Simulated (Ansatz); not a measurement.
Stepwise reaction of `S[SiH](S)Cl` with ammonia, as a gas-phase model of exchange steps in deposition or etching. ΔE in kJ/mol; ΔG adds harmonic PBE0-D4 terms to CCSD(T)/CBS, at 1 bar.

Isolated molecules relaxed with PBE0-D4/def2-TZVP in Ansatz; ΔE leaves out vibrations. CCSD(T)/CBS adds triple-zeta CCSD(T) − MP2 to the extrapolated MP2 energy (def2 sets, frozen cores). This one scheme is used for every species. Functionals use def2-TZVPP. B3LYP here is the variant with VWN-RPA as its local correlation; programs differ in this. Each species was taken in one conformer, which may not be the lowest.

| step | reaction | PBE-D4 | B3LYP-D4 | ωB97M-V | CCSD(T)/CBS | ΔG(500 K) |
| --- | --- | --- | --- | --- | --- | --- |
| 1 | `S[SiH](S)Cl` + NH₃ → `N[SiH](S)Cl` + H₂S | 1.4 | -8.6 | -9.5 | -6.8 | -14.3 |
| 2 | `N[SiH](S)Cl` + NH₃ → `N[SiH](N)Cl` + H₂S | 5.2 | -5.0 | -5.8 | -4.1 | -13.1 |

(1) By hand: ΔE of the 2 steps together at CCSD(T)/CBS.

Results:

(1) (-6.8) + (-4.1) = -10.9 kJ/mol, or -5.4 kJ/mol a step.

In ΔE the steps differ by no more than 2.7 kJ/mol. ΔG lies between -14.3 and -13.1 kJ/mol a step. PBE-D4 differs from CCSD(T)/CBS by 8.2 to 9.3 kJ/mol a step. Isolated molecules leave out the surface, adducts and barriers. Largest T1 diagnostic: 0.011.
